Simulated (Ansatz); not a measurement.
Relaxation of ClH$_{7}$N$_{3}$Si (12 atoms, charge 0, multiplicity 2), to a largest force component of 0.03 eV/Å in at most 50 steps.

All numbers below come from UKS PBE0-D4/6-31G* in Ansatz.

```xyz
12
Properties=species:S:1:pos:R:3:forces:R:3
Si 0.099 0.115 -0.101 -0.20 -0.04 -0.66
H 0.326 0.272 1.354 -0.08 -0.18 0.95
N 1.655 0.026 -0.824 0.08 -0.02 0.01
H 2.450 -0.379 -0.347 -0.07 0.04 -0.07
H 1.910 0.583 -1.627 0.00 -0.03 0.04
N -0.690 1.465 -0.823 0.07 -0.03 0.00
H -1.700 1.451 -0.853 -0.01 0.00 -0.01
H -0.330 2.403 -0.711 -0.02 0.00 0.00
N -0.930 -1.251 -0.257 0.05 -0.03 0.05
H -1.143 -1.767 0.589 0.01 0.02 0.01
H -0.864 -1.861 -1.061 0.00 0.05 0.01
Cl -0.777 -1.055 3.238 0.16 0.20 -0.32
```

Where does it end, and by what steps?

The forces met the threshold. The force dipped under the threshold on the way, but the program's further checks kept it going. After 18 steps the energy has fallen by 0.423 eV; Cl12 moved furthest, 1.46 Å.

| step | energy less start (eV) | largest force component (eV/Å) | accepted |
| --- | --- | --- | --- |
| 0 | 0.0000 | 0.953 | yes |
| 1 | -0.1167 | 0.667 | yes |
| 2 | -0.2361 | 0.663 | yes |
| 3 | -0.3131 | 0.745 | yes |
| 4 | -0.3618 | 0.562 | yes |
| 5 | -0.3877 | 0.274 | yes |
| 6 | -0.3844 | 0.330 | no |
| 7 | -0.3985 | 0.072 | yes |
| 8 | -0.4043 | 0.079 | yes |
| 9 | -0.4074 | 0.178 | yes |
| 10 | -0.4104 | 0.174 | yes |
| 11 | -0.4174 | 0.046 | yes |
| 12 | -0.4166 | 0.201 | no |
| 13 | -0.4178 | 0.016 | yes |
| 14 | -0.4197 | 0.149 | yes |
| 15 | -0.4212 | 0.075 | yes |
| 16 | -0.4225 | 0.053 | yes |
| 17 | -0.4232 | 0.056 | yes |
| 18 | -0.4234 | 0.028 | yes |

```xyz
12
Properties=species:S:1:pos:R:3
Si -0.001 0.000 -0.161
H 0.109 0.014 1.521
N 1.584 -0.128 -0.799
H 2.299 -0.638 -0.298
H 1.965 0.673 -1.284
N -0.736 1.467 -0.659
H -1.675 1.414 -1.033
H -0.599 2.313 -0.120
N -0.957 -1.349 -0.619
H -1.688 -1.687 -0.006
H -0.494 -2.109 -1.101
Cl 0.201 0.030 3.134
```

Whether the end is a true minimum wasn't checked by a vibrational analysis.

The run took 57 s on 4 threads of Arm Neoverse V2 (shared host), peak memory 0.32 GiB.
